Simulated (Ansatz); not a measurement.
Species: TeCl3, charge 0, multiplicity 2. It need not be the lowest isomer of its formula. 
Coordinates optimised at B3LYP-D3(BJ)/def2-TZVP (Ansatz, a program for electronic structure):
```
Te
Cl 1 2.3264
Cl 1 2.4591 2 92.37
Cl 1 2.4591 2 92.37 3 156.56
```
Charge 0, spin multiplicity 2.

Basis-set convergence of Hartree-Fock and CCSD correlation energies (hartree) with Ansatz. Correlated levels leave the core frozen unless marked. UHF or UKS for open shells. No spin-orbit coupling. The frozen core is the preceding noble-gas configuration, with the filled d and f shells of earlier blocks. Past Kr the def2 sets carry scalar-relativistic core potentials.

| basis | functions | E(HF) | E(corr, CCSD) |
|---|---|---|---|
| def2-SVP | 80 | -1645.05269 | -0.53739 |
| def2-TZVPP | 176 | -1645.55247 | -0.75457 |
| def2-QZVPP | 292 | -1645.59635 | -0.82538 |

Extrapolating the two largest sets (X = 3 and 4) as X^-3: E(corr) = (64·(-0.82538) - 27·(-0.75457))/37 = -0.8771 Eh, an estimate of the basis-set limit. The largest set recovers 94.1 % of it, the smallest 61.3 %.
